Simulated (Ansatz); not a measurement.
Relaxation of a periodic cell of 20 atoms, HC₁₈Cl (surface graphene monolayer, adsorbate HCl), to a largest force component of 0.03 eV/Å in at most 60 steps.

All numbers below come from Ansatz 0.2.0, DFT LDA, scalar-relativistic, plane waves, PAW. Settings: cutoff 420 eV, k mesh 2x2x1, gaussian smearing 0.05 eV, no spin polarisation.

```xyz
20
Lattice="7.3980 0.0000 0.0000 -3.6990 6.4069 0.0000 0.0000 0.0000 12.0000" Properties=species:S:1:pos:R:3:forces:R:3
C 0.000 0.000 1.000 0.01 0.27 0.01
C 1.233 0.712 1.000 -0.06 -0.09 -0.01
C -1.233 2.136 1.000 0.08 0.01 0.03
C 0.000 2.847 1.000 0.03 -0.22 0.00
C -2.466 4.271 1.000 -0.08 0.07 0.01
C -1.233 4.983 1.000 0.10 0.00 0.00
C 2.466 0.000 1.000 0.02 0.00 -0.34
C 3.699 0.712 1.000 0.02 -0.30 -0.80
C 1.233 2.136 1.000 -0.11 0.03 0.04
C 2.466 2.847 1.000 0.17 -0.12 -0.01
C 0.000 4.271 1.000 0.00 0.23 0.03
C 1.233 4.983 1.000 -0.12 -0.02 0.01
C 4.932 0.000 1.000 -0.06 0.04 -0.30
C 6.165 0.712 1.000 0.06 -0.07 0.00
C 3.699 2.136 1.000 0.02 0.39 -0.39
C 4.932 2.847 1.000 -0.18 -0.12 -0.01
C 2.466 4.271 1.000 0.07 0.05 0.01
C 3.699 4.983 1.000 0.03 -0.22 0.01
Cl 3.712 0.784 3.570 0.11 -0.25 1.45
H 3.415 1.946 4.020 -0.09 0.31 0.24
```

Problem. Where does it end, and by what steps?

Solution. The run converged. The force dipped under the threshold on the way, but the program's further checks kept it going. Limits of this set-up: coarse k mesh, slab without dipole correction, no dispersion correction for a molecule that may bind weakly. After 37 steps the energy has fallen by 0.526 eV; Cl19 moved furthest, 2.45 Å.

```csv
step,energy less start (eV),largest force component (eV/Å),accepted
0,0.0000,1.451,yes
2,-0.3554,0.842,yes
4,-0.4346,0.225,yes
6,-0.4429,0.528,yes
8,-0.4641,0.282,yes
10,-0.4883,0.410,yes
12,-0.4977,0.234,yes
14,-0.5112,0.164,yes
16,-0.5166,0.174,yes
18,-0.5205,0.021,yes
20,-0.5214,0.084,yes
22,-0.5220,0.035,yes
24,-0.5225,0.065,yes
26,-0.5229,0.059,yes
28,-0.5236,0.114,yes
30,-0.5245,0.081,yes
32,-0.5253,0.099,yes
34,-0.5261,0.034,yes
36,-0.5263,0.017,yes
37,-0.5263,0.017,yes
```

```xyz
20
Lattice="7.3980 0.0000 0.0000 -3.6990 6.4069 0.0000 0.0000 0.0000 12.0000" Properties=species:S:1:pos:R:3
C 0.013 -0.163 1.009
C 1.248 0.549 1.010
C -1.205 1.966 1.009
C 0.013 2.670 1.010
C -2.450 4.093 1.007
C -1.206 4.812 1.010
C 2.493 -0.170 1.010
C 3.713 0.533 1.010
C 1.247 1.956 1.010
C 2.492 2.677 1.009
C 0.013 4.108 1.010
C 1.248 4.821 1.008
C 4.948 -0.179 1.010
C 6.193 0.541 1.010
C 3.714 1.971 1.008
C 4.949 2.685 1.005
C 2.493 4.104 1.005
C 3.712 4.806 1.006
Cl 3.528 3.113 4.320
H 3.262 2.685 3.114
```

Whether the end is a true minimum wasn't checked by a vibrational analysis.

Run time: 4 min on 1 thread of Arm Neoverse V1 (shared host), peak memory 0.61 GiB.
